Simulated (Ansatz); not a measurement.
Reaction (formal exchange of groups at a B–Si bond): `NB[SiH](F)Cl` + `C/C(=C/F)CF` → `C/C(BN)=C\F` + `FC[SiH](F)Cl`

Calculated with Ansatz (gas phase, PBE0-D4/def2-TZVP geometries, no zero-point term in ΔE). CCSD(T)/CBS adds triple-zeta CCSD(T) − MP2 to the extrapolated MP2 energy (def2 sets, frozen cores). Double bonds are as drawn, so ΔE can hold a change between cis and trans. Functionals use def2-TZVPP. One conformer a species, not always the lowest.

```json
{"level": "r2SCAN-D4", "ΔE (kJ/mol)": "-49.6", "difference from CCSD(T)/CBS": "-2.7"}
{"level": "PBE0-D4", "ΔE (kJ/mol)": "-43.3", "difference from CCSD(T)/CBS": "3.6"}
{"level": "ωB97X-V", "ΔE (kJ/mol)": "-43.4", "difference from CCSD(T)/CBS": "3.5"}
{"level": "B2PLYP", "ΔE (kJ/mol)": "-48.1", "difference from CCSD(T)/CBS": "-1.2"}
{"level": "PBE", "ΔE (kJ/mol)": "-41.7", "difference from CCSD(T)/CBS": "5.2"}
{"level": "r2SCAN", "ΔE (kJ/mol)": "-49.5", "difference from CCSD(T)/CBS": "-2.6"}
{"level": "PBE0", "ΔE (kJ/mol)": "-43.0", "difference from CCSD(T)/CBS": "3.9"}
{"level": "HF/def2-TZVPP", "ΔE (kJ/mol)": "-48.1", "difference from CCSD(T)/CBS": "-1.2"}
{"level": "MP2/def2-TZVPP", "ΔE (kJ/mol)": "-51.4", "difference from CCSD(T)/CBS": "-4.5"}
{"level": "SCS-MP2/def2-TZVPP", "ΔE (kJ/mol)": "-48.2", "difference from CCSD(T)/CBS": "-1.3"}
{"level": "CCSD/def2-TZVPP", "ΔE (kJ/mol)": "-44.9", "difference from CCSD(T)/CBS": "2.0"}
{"level": "CCSD(T)/def2-TZVPP", "ΔE (kJ/mol)": "-45.0", "difference from CCSD(T)/CBS": "1.9"}
{"level": "HF/def2-QZVPP", "ΔE (kJ/mol)": "-49.4", "difference from CCSD(T)/CBS": "-2.5"}
{"level": "MP2/def2-QZVPP", "ΔE (kJ/mol)": "-53.0", "difference from CCSD(T)/CBS": "-6.1"}
{"level": "HF/CBS(def2)", "ΔE (kJ/mol)": "-49.6", "difference from CCSD(T)/CBS": "-2.7"}
{"level": "CCSD/CBS(def2)", "ΔE (kJ/mol)": "-46.8", "difference from CCSD(T)/CBS": "0.1"}
{"level": "CCSD(T)/CBS", "ΔE (kJ/mol)": "-46.9", "difference from CCSD(T)/CBS": "0"}
```

Largest T1 diagnostic among the species: 0.012.

CCSD(T)/CBS has its own doubt, a few kJ/mol and more with outer-core shells, so smaller differences from it don't rank the levels.
